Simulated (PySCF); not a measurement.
## A small calculation by hand: entropy of an ideal gas

MgFCl, SMILES [F][Mg][Cl].

Geometry: B3LYP-D3(BJ)/def2-TZVP.

PySCF 2.14.0 with B3LYP-D3(BJ)/def2-TZVP gives the harmonic wavenumbers 135, 135, 397, 787 cm⁻¹ and the rotational temperature 0.1204 K. The molar mass is 78.75 g/mol, the symmetry number 1, the spin multiplicity 1.

Work out the entropy at 298.15 K and 1 atm in the rigid-rotor, harmonic-oscillator model.


Translation (Sackur–Tetrode at 1 atm): S = R[1.5 ln M + 2.5 ln T − 1.16487] = 163.2 J/(mol K).
Rotation: q = T/(σ θ) = 2480, S = R[ln q + 1] = 73.3 J/(mol K).
Vibration: with u = 1.4388 ν/T, each mode gives R[u/(e^u − 1) − ln(1 − e^−u)]:
```json
[
 {"ν (cm⁻¹)": "135", "modes": "2", "u": "0.65", "S (J/(mol K))": "24.05"},
 {"ν (cm⁻¹)": "397", "modes": "1", "u": "1.92", "S (J/(mol K))": "4.07"},
 {"ν (cm⁻¹)": "787", "modes": "1", "u": "3.80", "S (J/(mol K))": "0.91"}
]
```
These are all the modes. Sum 29.0 J/(mol K).
Spin: R ln 1 = 0.0 J/(mol K).
Total 265.5 J/(mol K); the program's own thermochemistry gives 265.5. Translation makes up 61 % and vibration 11 %. Anharmonicity, hindered rotation and orbital degeneracy are left out.
